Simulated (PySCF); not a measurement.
Molecule: SMILES FC1C[Se]C1, C3H5FSe.

Molfile (atoms numbered from 1):
```
C3H5FSe
     RDKit          3D

 10 10  0  0  0  0  0  0  0  0999 V2000
    0.0280   -1.4625   -1.2938 F   0  0  0  0  0  0  0  0  0  0  0  0
    0.0162   -0.2080   -0.7449 C   0  0  0  0  0  0  0  0  0  0  0  0
    1.1736    0.0758    0.2012 C   0  0  0  0  0  0  0  0  0  0  0  0
   -0.0003    1.2765    1.2435 Se  0  0  0  0  0  2  0  0  0  0  0  0
   -1.1493    0.0552    0.1970 C   0  0  0  0  0  0  0  0  0  0  0  0
    0.0111    0.5303   -1.5644 H   0  0  0  0  0  0  0  0  0  0  0  0
    2.0759    0.5301   -0.2274 H   0  0  0  0  0  0  0  0  0  0  0  0
    1.4313   -0.8096    0.8000 H   0  0  0  0  0  0  0  0  0  0  0  0
   -1.3934   -0.8348    0.7948 H   0  0  0  0  0  0  0  0  0  0  0  0
   -2.0576    0.4936   -0.2351 H   0  0  0  0  0  0  0  0  0  0  0  0
  1  2  1  0
  2  3  1  0
  3  4  1  0
  4  5  1  0
  5  2  1  0
  2  6  1  0
  3  7  1  0
  3  8  1  0
  5  9  1  0
  5 10  1  0
M  END
```

Geometry PBE0-D3(BJ)/def2-SVP throughout; GIAO in PySCF 2.14.0 with density-fitted response routines, gas phase, one conformer, non-relativistic; equivalent atoms averaged; basis pcSseg-2.

For orientation, KT3 gives these shifts δ (against CFCl3, TMS, Me2Se at the same level): F1 -139.0, C2 86.3, C3/C5 40.2, Se4 -65.1, H6 5.39, H8/H9 3.41, H7/H10 3.03 ppm.

A run gave: F1 -146.7, C2 88.8, C3/C5 41.0, Se4 -49.5, H6 5.42, H8/H9 3.36, H7/H10 3.00 ppm (shifts δ (against CFCl3, TMS, Me2Se at the same level)).

Question: Which functional was used in that run?
A. B97-2
B. KT2
C. PBE
D. B3LYP
E. BP86

Answer: E. Se4 tells them apart best: BP86 gives -49.5, B97-2 gives -35.0, B3LYP gives -38.1, KT2 gives -64.8, PBE gives -58.9 ppm.
